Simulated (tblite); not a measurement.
Species: C5H11N3Si.
Numbering: `[NH2:1][SiH:2]([NH2:3])[CH2:4][n:5]1[cH:6][cH:7][cH:8][cH:9]1` (hydrogens: H10, H11 on N1; H12 on Si2; H13, H14 on N3; H15, H16 on C4; H17 on C6; H18 on C7; H19 on C8; H20 on C9)

Computed geometry: GFN2-xTB, gas phase.

List the bond lengths, angles and torsions at this level.

```tsv
bond	length (pm)	order
N1–Si2, Si2–N3	172.4	single
Si2–C4	191.2	single
C4–N5	143.6	single
N5–C6, N5–C9	135.5	aromatic
C6–C7, C8–C9	137.1	aromatic
C7–C8	140.6	aromatic
N1–H10 and 3 like bonds	100.7	single
Si2–H12	146.6	single
C4–H15, C4–H16	109.0	single
C6–H17, C9–H20	107.3	single
C7–H18, C8–H19	107.3	single
```

Bonds in one row agree within 1 pm and their mean is given. Orders are formal, as drawn. A selection of angles:
```tsv
angle	degrees
Si2–N1–H10	119.6
Si2–N1–H11	118.4
H10–N1–H11	109.7
N1–Si2–N3	114.6
N1–Si2–C4	103.8
N1–Si2–H12	115.9
N3–Si2–C4	107.2
N3–Si2–H12	104.7
C4–Si2–H12	110.4
Si2–C4–N5	110.6
Si2–C4–H15	110.3
Si2–C4–H16	111.2
N5–C4–H15	108.8
N5–C4–H16	108.5
H15–C4–H16	107.3
C4–N5–C6	125.2
C6–N5–C9	108.7
N5–C6–C7	108.8
N5–C6–H17	120.9
C7–C6–H17	130.3
C6–C7–C8	106.9
C6–C7–H18	126.4
C8–C7–H18	126.7
H13–N3–Si2	119.3
H14–N3–Si2	118.4
```

Dihedral angles: N1–Si2–C4–N5 57° (synclinal); Si2–C4–N5–C6 81° (synclinal). The mirror-image conformer, all signs reversed, is as good.

The 5-membered ring N5–C6–C7–C8–C9 has internal angles of 106.9° to 108.8°; it is planar, 0.00 Å rms from its mean plane, widest ring torsion 1°. The C–C distances run from 1.371 Å (C6–C7, aromatic) to 1.406 Å (C7–C8, aromatic), a spread of 0.035 Å. N5 (pyrrole-type nitrogen) is planar (angles 125.7°, 125.2° and 108.7°, sum 359.7°, 0.04 Å off the plane of its three neighbours). Si2 (SiH silicon) is distorted tetrahedral (angles from 103.8° to 115.9°). N1 (silicon-bound nitrogen) is pyramidal (angles 119.6°, 118.4° and 109.7°, sum 347.6°, 0.24 Å off the plane of its three neighbours). The C–N distances run from 1.354 Å (N5–C6, aromatic) to 1.436 Å (C4–N5, drawn single), a spread of 0.082 Å. Of the pairs four or more bonds apart, C9···H11 is among the closest relative to their van der Waals radii: 2.69 Å, 93 % of the sum of Bondi's values.

Point group: C1 (no symmetry element, even within 0.4 Å). Its GFN2-xTB frequencies are all real (lowest 30 cm⁻¹). One conformer, not necessarily the lowest (H–N1–Si2–N3 62° and -160°, N1–Si2–N3–H 68° and -69°, N1–Si2–C4–N5 57°, Si2–C4–N5–C6 81°). 3 starts were optimised and ended at 0.00, 0.28 and 1.08 kcal/mol (GFN2-xTB); the lowest of these is shown.
